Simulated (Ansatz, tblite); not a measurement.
Cost and result up the ladder for Cu2F (the lowest doublet isomer of a short search) (3 atoms). The state is a doublet with charge 0. Geometry: r2SCAN-D4/def2-TZVP.

```csv
atom,x (Å),y (Å),z (Å)
Cu1,-0.8303,-0.9600,0.1124
Cu2,0.3577,0.7155,-0.9918
F3,0.4726,0.2445,0.8794
```

Ansatz on 4 threads of Arm Neoverse V1 on a shared host; xTB runs through tblite on one thread. Times are rough, summed over both states, and most runs start from the orbitals of an earlier one. RPA@PBE/def2-TZVP serves as the yardstick here, not as an exact answer. Differences are given only for rows in sets of like size (and for xTB, whose basis is part of the method), since another set adds its own error. The other state is a quartet at its own geometry.

The 6-31G sets use Cartesian d functions. The xTB rows come from tblite. B3LYP takes the VWN-RPA correlation. Correlated methods freeze 19 core orbitals. In CCSD on the charge 0 quartet the largest single amplitude is 0.47, so its Hartree–Fock determinant may place the open shell otherwise than the density functionals do. The structure comes from a short search, and lower isomers may exist.

Run but left out: HF/6-31G (doublet: ⟨S²⟩ 1.09, where a pure state has 0.75); HF/def2-TZVP, HF/def2-TZVPP (quartet: a determinant that CCSD turns far, T1 0.106); MP2/def2-TZVP, MP2/def2-TZVPP (quartet: ⟨S²⟩ 4.01 to 4.04, where a pure state has 3.75).

Correlated methods converge slowly with the basis.

xTB has no spin-polarisation term.

```csv
level,functions,wall time,quartet − doublet (eV),difference from RPA@PBE/def2-TZVP (eV),remarks
GFN1-xTB,22,0.004 s,3.66,2.15,–
GFN2-xTB,22,0.005 s,5.64,4.13,–
LDA (SPW92)/def2-TZVP,121,2.1 s,2.44,0.93,–
PBE-D4/def2-TZVP (with forces),121,4.3 s,2.14,0.63,–
B3LYP-D4/6-31G,67,4.8 s,0.95,–,spin-contaminated (⟨S²⟩ 0.94) (doublet)
RPA@PBE/def2-TZVP,121,6.7 s,1.51,0.00,–
B3LYP-D4/def2-TZVP,121,7.1 s,2.31,0.80,–
CAM-B3LYP-D4/def2-TZVP,121,8.1 s,2.51,1.00,–
r2SCAN-D4/def2-TZVP,121,10 s,1.84,0.33,–
r2SCAN0-D4/def2-TZVP,121,13 s,2.06,0.55,–
PBE0-D4/def2-TZVP,121,14 s,2.30,0.79,–
CCSD(T)/def2-TZVPP,159,71 s,2.95,1.44,"large T1 (0.106) (quartet), spin-contaminated (⟨S²⟩ 4.04) (quartet)"
```
